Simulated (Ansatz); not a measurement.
Relaxation of the cluster Li₇Al with RKS PBE0-D4/def2-TZVP.

```sh
$ ansatz run in.yaml --threads 4 --pin off --events-out ev --progress --plain --max-ram 3916MiB
```

```yaml
crystal:
  periodic: [false, false, false]
  atoms:
    - {symbol: Al, position_ang: [-0.437110, -0.263520, -4.106170]}
    - {symbol: Li, position_ang: [1.591820, -0.344100, 0.516690]}
    - {symbol: Li, position_ang: [0.444980, 1.227230, 2.320580]}
    - {symbol: Li, position_ang: [-1.466630, 0.424850, 0.610240]}
    - {symbol: Li, position_ang: [0.547770, 1.989080, -0.059990]}
    - {symbol: Li, position_ang: [-0.021080, 0.045650, -1.487550]}
    - {symbol: Li, position_ang: [-0.234470, -1.151460, 2.279220]}
    - {symbol: Li, position_ang: [-0.425270, -1.927730, -0.073020]}
basis:
  gaussian: {orbitals: def2-TZVP}
hamiltonian: {xc: pbe0, dispersion: d4}
scf: {lower_state_search: "off"}
output: {orbitals: {seedname: orbitals}}
relax: {f_tol: 0.02, max_steps: 100}
```

It took 65 s on 4 threads of Arm Neoverse V2 on a shared host.

Positions (Å) and forces (eV/Å) at steps 1, 2, 3, 4, 5, 6, 7, 8, 9, 10, 11, 12, 13, 14, 15, 16, 17, 18, 19, 20, 21, 22, 23, 24, 25, 26, 27, 28, 29, 30, 31, 32, 33, 34, 35 of 54:

```xyz
8
step=1 energy=-8019.5020 eV
Al   -0.437   -0.264   -4.106   -0.040   -0.040    0.158
Li    1.592   -0.344    0.517    0.888   -0.263   -0.113
Li    0.445    1.227    2.321    0.151    0.645    0.678
Li   -1.467    0.425    0.610   -0.877    0.236   -0.058
Li    0.548    1.989   -0.060    0.247    1.097   -0.501
Li   -0.021    0.046   -1.488    0.084    0.084   -0.410
Li   -0.234   -1.151    2.279   -0.176   -0.715    0.788
Li   -0.425   -1.928   -0.073   -0.277   -1.043   -0.542
8
step=2 energy=-8020.2335 eV
Al   -0.448   -0.273   -4.091   -0.061   -0.059    0.072
Li    1.726   -0.384    0.499    0.376   -0.115   -0.034
Li    0.466    1.322    2.414    0.048    0.278    0.213
Li   -1.599    0.459    0.601   -0.372    0.095   -0.029
Li    0.589    2.164   -0.136    0.135    0.572   -0.251
Li   -0.003    0.060   -1.517    0.101    0.067    0.048
Li   -0.263   -1.258    2.387   -0.086   -0.338    0.291
Li   -0.468   -2.090   -0.157   -0.141   -0.500   -0.310
8
step=3 energy=-8020.5199 eV
Al   -0.485   -0.312   -4.012   -0.072   -0.071    0.097
Li    1.812   -0.410    0.508    0.209   -0.068   -0.009
Li    0.462    1.380    2.417   -0.004    0.085    0.039
Li   -1.677    0.481    0.592   -0.198    0.045   -0.045
Li    0.636    2.341   -0.202    0.073    0.305   -0.147
Li    0.045    0.091   -1.450    0.096    0.052    0.190
Li   -0.289   -1.351    2.409   -0.042   -0.147    0.097
Li   -0.505   -2.220   -0.261   -0.064   -0.200   -0.223
8
step=4 energy=-8020.7446 eV
Al   -0.558   -0.389   -3.848   -0.074   -0.072    0.166
Li    1.940   -0.450    0.530    0.292    0.055    0.067
Li    0.437    1.391    2.364   -0.028   -0.026   -0.079
Li   -1.785    0.506    0.556   -0.192    0.183   -0.013
Li    0.686    2.514   -0.263    0.033    0.149   -0.088
Li    0.126    0.141   -1.312    0.082    0.068    0.239
Li   -0.318   -1.419    2.374   -0.009    0.000    0.099
Li   -0.528   -2.294   -0.401   -0.105   -0.357   -0.392
8
step=5 energy=-8020.9179 eV
Al   -0.604   -0.437   -3.698   -0.059   -0.048    0.196
Li    2.078   -0.452    0.566    0.278   -0.020   -0.121
Li    0.420    1.383    2.302    0.059    0.087   -0.061
Li   -1.882    0.569    0.538   -0.388    0.143   -0.250
Li    0.708    2.611   -0.307    0.070    0.138   -0.116
Li    0.170    0.154   -1.171    0.042   -0.053    0.307
Li   -0.330   -1.430    2.332   -0.048   -0.314    0.326
Li   -0.560   -2.398   -0.563    0.046    0.068   -0.281
8
step=6 energy=-8021.0497 eV
Al   -0.648   -0.475   -3.536   -0.040   -0.008    0.207
Li    2.231   -0.489    0.555    0.015   -0.065    0.020
Li    0.412    1.371    2.215   -0.056   -0.156   -0.186
Li   -2.053    0.617    0.464    0.073   -0.095   -0.087
Li    0.754    2.735   -0.377   -0.011   -0.004   -0.084
Li    0.211    0.191   -1.018   -0.066   -0.116    0.387
Li   -0.352   -1.514    2.397    0.016    0.129   -0.262
Li   -0.556   -2.437   -0.700    0.070    0.315    0.005
8
step=7 energy=-8021.2242 eV
Al   -0.692   -0.452   -3.348   -0.039    0.052    0.136
Li    2.325   -0.567    0.584   -0.006   -0.059    0.001
Li    0.390    1.334    2.089   -0.046   -0.132   -0.142
Li   -2.134    0.566    0.394    0.104   -0.090   -0.101
Li    0.762    2.794   -0.450   -0.023   -0.018   -0.105
Li    0.256    0.207   -0.857   -0.086   -0.142    0.402
Li   -0.361   -1.508    2.328    0.022    0.132   -0.238
Li   -0.545   -2.374   -0.741    0.073    0.257    0.047
8
step=8 energy=-8021.3932 eV
Al   -0.723   -0.375   -3.183   -0.017    0.136    0.091
Li    2.403   -0.638    0.609   -0.018   -0.048   -0.017
Li    0.371    1.297    1.979   -0.024   -0.042   -0.030
Li   -2.188    0.525    0.322    0.108   -0.075   -0.095
Li    0.745    2.803   -0.545   -0.040   -0.062   -0.132
Li    0.274    0.181   -0.664   -0.086   -0.133    0.310
Li   -0.365   -1.476    2.234    0.020    0.107   -0.189
Li   -0.517   -2.316   -0.753    0.058    0.117    0.063
8
step=9 energy=-8021.5145 eV
Al   -0.736   -0.234   -3.050    0.024    0.168    0.131
Li    2.456   -0.695    0.626   -0.025   -0.028   -0.031
Li    0.361    1.297    1.930   -0.003    0.059    0.083
Li   -2.210    0.490    0.255    0.088   -0.045   -0.076
Li    0.706    2.751   -0.667   -0.060   -0.140   -0.149
Li    0.271    0.118   -0.481   -0.067   -0.073    0.156
Li   -0.363   -1.431    2.141    0.013    0.065   -0.103
Li   -0.485   -2.297   -0.754    0.031   -0.007   -0.011
8
step=10 energy=-8021.6324 eV
Al   -0.722   -0.077   -2.934    0.055    0.150    0.155
Li    2.479   -0.728    0.628   -0.026   -0.007   -0.035
Li    0.358    1.340    1.945    0.008    0.083    0.104
Li   -2.206    0.472    0.206    0.050   -0.013   -0.050
Li    0.651    2.651   -0.796   -0.069   -0.193   -0.141
Li    0.259    0.051   -0.346   -0.034    0.022    0.066
Li   -0.359   -1.392    2.078    0.005    0.026   -0.022
Li   -0.460   -2.316   -0.781    0.011   -0.067   -0.076
8
step=11 energy=-8021.7337 eV
Al   -0.678    0.065   -2.823    0.059    0.058    0.214
Li    2.483   -0.742    0.614   -0.019    0.008   -0.036
Li    0.362    1.392    1.986    0.011    0.054    0.071
Li   -2.200    0.471    0.179    0.020    0.006   -0.059
Li    0.592    2.523   -0.926   -0.054   -0.176   -0.110
Li    0.240    0.007   -0.244   -0.019    0.062    0.014
Li   -0.356   -1.367    2.050    0.002   -0.005    0.035
Li   -0.442   -2.349   -0.837    0.000   -0.006   -0.129
8
step=12 energy=-8021.8164 eV
Al   -0.636    0.141   -2.663    0.027   -0.015    0.041
Li    2.482   -0.736    0.578   -0.015    0.017   -0.039
Li    0.371    1.434    2.041    0.010    0.017    0.041
Li   -2.202    0.484    0.118   -0.025    0.014   -0.021
Li    0.544    2.383   -1.051    0.004   -0.027   -0.059
Li    0.223    0.000   -0.141   -0.013   -0.016    0.072
Li   -0.351   -1.365    2.070    0.005   -0.016    0.036
Li   -0.431   -2.341   -0.952    0.007    0.026   -0.071
8
step=13 energy=-8021.8862 eV
Al   -0.555    0.119   -2.624    0.081   -0.031    0.200
Li    2.452   -0.682    0.388    0.144    0.074   -0.172
Li    0.374    1.453    2.109    0.051    0.172    0.039
Li   -2.260    0.529    0.046   -0.104    0.097   -0.150
Li    0.586    2.294   -1.065    0.011   -0.043   -0.033
Li    0.134   -0.015    0.006   -0.058    0.056   -0.143
Li   -0.346   -1.379    2.141   -0.114   -0.292    0.524
Li   -0.385   -2.319   -1.001   -0.011   -0.034   -0.265
8
step=14 energy=-8021.8972 eV
Al   -0.527    0.119   -2.569    0.095    0.047    0.133
Li    2.501   -0.647    0.305   -0.128    0.048   -0.073
Li    0.390    1.500    2.112   -0.016   -0.109    0.004
Li   -2.301    0.568   -0.022    0.058   -0.038   -0.036
Li    0.594    2.280   -1.079    0.003   -0.044   -0.060
Li    0.108   -0.034    0.031   -0.072   -0.101    0.093
Li   -0.381   -1.457    2.316    0.063    0.138   -0.105
Li   -0.384   -2.330   -1.096   -0.003    0.059    0.044
8
step=15 energy=-8021.9611 eV
Al   -0.427    0.155   -2.466    0.067   -0.090    0.052
Li    2.428   -0.577    0.141   -0.129    0.034   -0.095
Li    0.400    1.470    2.179   -0.007   -0.042   -0.026
Li   -2.355    0.552   -0.131    0.045   -0.009   -0.043
Li    0.651    2.188   -1.113    0.040    0.113    0.024
Li    0.021   -0.043    0.137   -0.031   -0.059    0.025
Li   -0.335   -1.429    2.328    0.030   -0.003    0.039
Li   -0.382   -2.317   -1.075   -0.014    0.055    0.025
8
step=16 energy=-8022.0175 eV
Al   -0.311    0.136   -2.392    0.095   -0.038   -0.004
Li    2.347   -0.553   -0.036   -0.119    0.027   -0.104
Li    0.390    1.452    2.191    0.007   -0.001   -0.012
Li   -2.386    0.552   -0.230    0.031    0.004   -0.068
Li    0.686    2.212   -1.069   -0.017    0.065    0.005
Li   -0.048   -0.057    0.192    0.023    0.005    0.052
Li   -0.284   -1.425    2.364    0.016   -0.077    0.126
Li   -0.395   -2.317   -1.020   -0.035    0.016    0.006
8
step=17 energy=-8022.0956 eV
Al   -0.153    0.115   -2.338    0.081   -0.014    0.051
Li    2.269   -0.542   -0.214   -0.100    0.032   -0.120
Li    0.396    1.439    2.219    0.020    0.023    0.000
Li   -2.389    0.557   -0.358    0.025    0.018   -0.129
Li    0.654    2.252   -1.042   -0.040    0.034    0.010
Li   -0.101   -0.071    0.267    0.044    0.031    0.013
Li   -0.230   -1.446    2.438    0.013   -0.113    0.183
Li   -0.445   -2.304   -0.972   -0.042   -0.011   -0.010
8
step=18 energy=-8022.1776 eV
Al   -0.009    0.100   -2.269   -0.037   -0.006    0.059
Li    2.190   -0.526   -0.392   -0.021    0.027   -0.075
Li    0.408    1.427    2.249    0.037    0.040    0.014
Li   -2.375    0.566   -0.509    0.033    0.034   -0.191
Li    0.609    2.286   -1.017   -0.043    0.022    0.017
Li   -0.148   -0.088    0.346    0.052    0.035   -0.020
Li   -0.179   -1.470    2.522    0.013   -0.137    0.232
Li   -0.498   -2.296   -0.930   -0.034   -0.016   -0.034
8
step=19 energy=-8022.2516 eV
Al    0.014    0.101   -2.213   -0.051   -0.003   -0.007
Li    2.157   -0.510   -0.484    0.056   -0.011   -0.025
Li    0.441    1.418    2.277    0.048    0.017    0.051
Li   -2.329    0.586   -0.697   -0.050    0.041   -0.180
Li    0.561    2.312   -0.996   -0.018    0.082   -0.034
Li   -0.169   -0.102    0.400    0.000   -0.019    0.032
Li   -0.136   -1.512    2.622    0.035   -0.097    0.210
Li   -0.539   -2.292   -0.910   -0.020   -0.010   -0.047
8
step=20 energy=-8022.3167 eV
Al    0.024    0.112   -2.173   -0.008   -0.012   -0.024
Li    2.138   -0.520   -0.519    0.027    0.044    0.004
Li    0.490    1.394    2.328    0.067    0.007    0.001
Li   -2.329    0.600   -0.891   -0.035    0.069   -0.137
Li    0.530    2.373   -1.031   -0.042   -0.084    0.058
Li   -0.211   -0.112    0.455   -0.059    0.013    0.009
Li   -0.073   -1.565    2.751    0.060   -0.034    0.149
Li   -0.568   -2.283   -0.920   -0.010   -0.003   -0.062
8
step=21 energy=-8022.3858 eV
Al    0.030    0.098   -2.168    0.017   -0.012   -0.028
Li    2.120   -0.469   -0.513    0.064   -0.071    0.054
Li    0.569    1.380    2.323    0.079   -0.053    0.089
Li   -2.343    0.669   -1.074   -0.103   -0.011   -0.099
Li    0.490    2.325   -0.974    0.024    0.237   -0.091
Li   -0.291   -0.135    0.492   -0.140   -0.089    0.038
Li    0.008   -1.582    2.885    0.077    0.028    0.088
Li   -0.584   -2.286   -0.972   -0.018   -0.030   -0.051
8
step=22 energy=-8022.4487 eV
Al    0.057    0.108   -2.139    0.011    0.009    0.021
Li    2.097   -0.474   -0.462   -0.071    0.036    0.071
Li    0.673    1.332    2.346    0.081   -0.058   -0.038
Li   -2.389    0.693   -1.262    0.047    0.015   -0.069
Li    0.464    2.390   -1.001   -0.047   -0.102    0.060
Li   -0.410   -0.164    0.537   -0.107    0.044   -0.019
Li    0.114   -1.592    3.020    0.081    0.056    0.043
Li   -0.605   -2.293   -1.039    0.004    0.000   -0.069
8
step=23 energy=-8022.5250 eV
Al    0.081    0.112   -2.117   -0.037    0.043    0.003
Li    2.033   -0.453   -0.339    0.359   -0.177    0.038
Li    0.824    1.279    2.303   -0.016    0.016    0.087
Li   -2.415    0.725   -1.454    0.070   -0.003   -0.051
Li    0.420    2.394   -0.963   -0.156    0.084    0.010
Li   -0.574   -0.181    0.570   -0.149    0.076    0.020
Li    0.245   -1.578    3.128    0.086    0.071   -0.002
Li   -0.614   -2.298   -1.128   -0.157   -0.109   -0.104
8
step=24 energy=-8022.5678 eV
Al    0.126    0.113   -2.075    0.047    0.021    0.117
Li    2.060   -0.514   -0.233   -0.298    0.034    0.047
Li    0.917    1.267    2.299    0.013   -0.113   -0.097
Li   -2.415    0.754   -1.646    0.113   -0.039   -0.019
Li    0.316    2.421   -0.914   -0.034   -0.118    0.034
Li   -0.708   -0.186    0.594    0.042    0.058   -0.019
Li    0.409   -1.546    3.218    0.084    0.080   -0.033
Li   -0.705   -2.309   -1.243    0.034    0.077   -0.029
8
step=25 energy=-8022.6196 eV
Al    0.176    0.123   -2.030    0.033    0.016    0.172
Li    1.986   -0.583   -0.087   -0.315    0.021    0.030
Li    1.005    1.251    2.263   -0.023   -0.102   -0.112
Li   -2.394    0.755   -1.824    0.123   -0.046    0.008
Li    0.241    2.441   -0.865   -0.038   -0.119    0.023
Li   -0.850   -0.177    0.621    0.103    0.060   -0.064
Li    0.599   -1.519    3.254    0.079    0.064   -0.053
Li   -0.762   -2.292   -1.331    0.038    0.105   -0.004
8
step=26 energy=-8022.6588 eV
Al    0.234    0.141   -1.984    0.016    0.014    0.198
Li    1.891   -0.689    0.045   -0.144   -0.029   -0.056
Li    1.032    1.246    2.204   -0.005    0.023   -0.011
Li   -2.348    0.732   -1.918    0.087   -0.029    0.004
Li    0.165    2.460   -0.823   -0.057   -0.073   -0.038
Li   -0.926   -0.151    0.628    0.049    0.029   -0.093
Li    0.758   -1.489    3.229    0.048   -0.016    0.004
Li   -0.806   -2.251   -1.381    0.007    0.081   -0.008
8
step=27 energy=-8022.6999 eV
Al    0.293    0.181   -1.919    0.019    0.002    0.236
Li    1.813   -0.858    0.117   -0.192    0.055   -0.002
Li    1.085    1.247    2.139    0.006   -0.032   -0.117
Li   -2.303    0.720   -1.987    0.068   -0.038    0.000
Li    0.035    2.516   -0.808   -0.032   -0.088   -0.018
Li   -0.968   -0.136    0.631    0.068    0.022   -0.085
Li    0.855   -1.461    3.258    0.045   -0.020   -0.013
Li   -0.809   -2.210   -1.430    0.018    0.099    0.000
8
step=28 energy=-8022.7481 eV
Al    0.364    0.222   -1.826    0.001    0.024    0.262
Li    1.726   -1.005    0.217   -0.101   -0.031   -0.098
Li    1.133    1.236    2.025    0.127    0.157    0.042
Li   -2.242    0.687   -2.050    0.044   -0.015   -0.018
Li   -0.093    2.575   -0.797   -0.082   -0.029   -0.151
Li   -1.011   -0.118    0.636   -0.034   -0.029   -0.107
Li    0.951   -1.449    3.261    0.021   -0.145    0.080
Li   -0.828   -2.147   -1.465    0.023    0.068   -0.011
8
step=29 energy=-8022.7630 eV
Al    0.428    0.271   -1.716   -0.011    0.068    0.273
Li    1.633   -1.156    0.298   -0.032    0.130    0.018
Li    1.234    1.249    1.955   -0.078   -0.171   -0.287
Li   -2.188    0.652   -2.113   -0.072    0.065   -0.121
Li   -0.251    2.663   -0.857    0.060   -0.127    0.071
Li   -1.051   -0.105    0.644    0.079    0.085    0.074
Li    1.020   -1.487    3.284    0.024    0.039    0.032
Li   -0.825   -2.086   -1.496    0.029   -0.089   -0.060
8
step=30 energy=-8022.8556 eV
Al    0.461    0.320   -1.538   -0.074    0.135    0.218
Li    1.579   -1.306    0.383    0.058    0.165    0.092
Li    1.316    1.215    1.781   -0.131   -0.205   -0.322
Li   -2.148    0.672   -2.244    0.074    0.136   -0.003
Li   -0.380    2.733   -0.840    0.037   -0.214    0.046
Li   -1.129   -0.106    0.681    0.035    0.159    0.117
Li    1.116   -1.461    3.341    0.032    0.052    0.045
Li   -0.813   -2.065   -1.564   -0.032   -0.229   -0.193
8
step=31 energy=-8022.9081 eV
Al    0.464    0.345   -1.354   -0.177    0.001    0.030
Li    1.569   -1.396    0.461   -0.138    0.059   -0.054
Li    1.349    1.171    1.594   -0.120   -0.159   -0.237
Li   -2.097    0.735   -2.327    0.229   -0.080    0.088
Li   -0.464    2.756   -0.820    0.028   -0.180    0.037
Li   -1.214   -0.102    0.728    0.021   -0.016   -0.012
Li    1.211   -1.413    3.404    0.042    0.047    0.046
Li   -0.819   -2.095   -1.686    0.114    0.329    0.101
8
step=32 energy=-8022.9843 eV
Al    0.473    0.378   -1.230   -0.218   -0.117   -0.078
Li    1.486   -1.508    0.523   -0.134    0.085   -0.057
Li    1.323    1.107    1.432   -0.104   -0.153   -0.116
Li   -1.998    0.758   -2.404    0.191   -0.074    0.076
Li   -0.537    2.757   -0.795    0.041   -0.125    0.076
Li   -1.319   -0.096    0.750    0.062   -0.013   -0.029
Li    1.383   -1.362    3.470    0.032    0.077    0.009
Li   -0.811   -2.033   -1.746    0.130    0.320    0.117
8
step=33 energy=-8023.0348 eV
Al    0.435    0.367   -1.159   -0.131   -0.183   -0.276
Li    1.397   -1.567    0.533   -0.087    0.044    0.023
Li    1.255    1.039    1.284    0.057   -0.064    0.203
Li   -1.885    0.789   -2.452    0.003   -0.034   -0.070
Li   -0.551    2.700   -0.721    0.010    0.059    0.092
Li   -1.397   -0.109    0.771    0.054   -0.044   -0.003
Li    1.532   -1.271    3.525    0.010    0.076   -0.059
Li   -0.786   -1.949   -1.781    0.084    0.147    0.091
8
step=34 energy=-8023.0631 eV
Al    0.406    0.351   -1.235    0.074   -0.054    0.024
Li    1.298   -1.563    0.550    0.091    0.021    0.100
Li    1.269    1.005    1.285    0.164   -0.109    0.173
Li   -1.789    0.830   -2.623   -0.114    0.014   -0.124
Li   -0.618    2.653   -0.591   -0.045    0.305   -0.036
Li   -1.334   -0.154    0.808   -0.099   -0.049    0.117
Li    1.598   -1.206    3.549   -0.013    0.064   -0.074
Li   -0.830   -1.915   -1.743   -0.060   -0.191   -0.179
8
step=35 energy=-8023.0225 eV rejected
Al    0.344    0.339   -1.258    0.140    0.045    0.282
Li    1.209   -1.577    0.617    0.020   -0.026   -0.133
Li    1.331    0.955    1.341   -0.019    0.052   -0.109
Li   -1.737    0.857   -2.811    0.006   -0.013    0.076
Li   -0.678    2.717   -0.552    0.013   -0.254    0.013
Li   -1.307   -0.214    0.880   -0.102    0.085   -0.134
Li    1.698   -1.160    3.586   -0.027    0.043   -0.066
Li   -0.860   -1.917   -1.804   -0.030    0.069    0.070
```

The restricted singlet is unstable towards broken spin symmetry in Hartree–Fock (as tested in another run); at PBE0-D4/def2-TZVP this wasn't settled. Another isomer (singlet) lies 0.26 eV lower at PBE0-D4/def2-TZVP; other spin states weren't run for this one.
